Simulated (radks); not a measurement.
Values are calculated unless marked as measured or tabulated.
Cd+, 47 electrons, occupied as [Kr] 4d10 5s1.

Code: a radial shooting solver on a logarithmic mesh with Libxc functionals. Model: scalar-relativistic Kohn-Sham, PBE, spin-polarised, spherical densities, finite nucleus; open shells are filled with parallel spins first (spin-orbit coupling, left out, can overturn this in heavy ions); Fermi nuclear charge, rms radius 4.6087 fm.

Energy parts (eV):
| part | energy |
|---|---|
| total | -152225.805 |
| kinetic | 158395.477 |
| electron-nucleus | -367646.559 |
| Hartree | 61218.514 |
| exchange-correlation | -4193.237 |

Orbitals (lengths in bohr, moments of r in powers of bohr; r(90%) holds 90 % of the orbital's charge):
1s up: occ. 1; eigenvalue (eV) -26533.15; r(90%) 0.0546
1s down: occ. 1; eigenvalue (eV) -26533.12; r(90%) 0.0546
2s up: occ. 1; eigenvalue (eV) -3946.610; r(90%) 0.203
2s down: occ. 1; eigenvalue (eV) -3946.607; r(90%) 0.203
2p up: occ. 3; eigenvalue (eV) -3542.245; r(90%) 0.187
2p down: occ. 3; eigenvalue (eV) -3542.238; r(90%) 0.187
3s up: occ. 1; eigenvalue (eV) -742.6959; r(90%) 0.527
3s down: occ. 1; eigenvalue (eV) -742.6752; r(90%) 0.527
3p up: occ. 3; eigenvalue (eV) -610.0295; r(90%) 0.537
3p down: occ. 3; eigenvalue (eV) -610.0088; r(90%) 0.537
3d up: occ. 5; eigenvalue (eV) -402.3854; r(90%) 0.529
3d down: occ. 5; eigenvalue (eV) -402.3705; r(90%) 0.529
4s up: occ. 1; eigenvalue (eV) -114.7365; r(90%) 1.28
4s down: occ. 1; eigenvalue (eV) -114.7068; r(90%) 1.28
4p up: occ. 3; eigenvalue (eV) -75.8200; r(90%) 1.42
4p down: occ. 3; eigenvalue (eV) -75.7659; r(90%) 1.42
4d up: occ. 5; eigenvalue (eV) -20.6069; r(90%) 2.04
4d down: occ. 5; eigenvalue (eV) -20.3562; r(90%) 2.01
5s up: occ. 1; eigenvalue (eV) -13.4733; r(90%) 3.91
5s down: occ. 0; eigenvalue (eV) -12.5418; r(90%) 3.90

The highest occupied level is 5s up at -13.473 eV. Summed over all electrons, <r^2> = 38.27 bohr^2, which gives a Langevin (diamagnetic) susceptibility term of -30.3 x 10^-6 cm^3/mol. For comparison, the ionisation energy in NIST's Atomic Spectra Database is 16.908 eV (measured). In exact Kohn-Sham theory the highest level is minus the ionisation energy, but local and semilocal functionals leave it too shallow, through self-interaction and a potential that decays too fast; potentials with the right tail come closer. The spin density at the nucleus is 27.15 e/bohr^3 (1s 0.12, 2s 0.07, 3s -0.02, 4s -0.06, 5s 27.04). The density falls to 0.001 e/bohr^3 at r = 3.86 bohr.
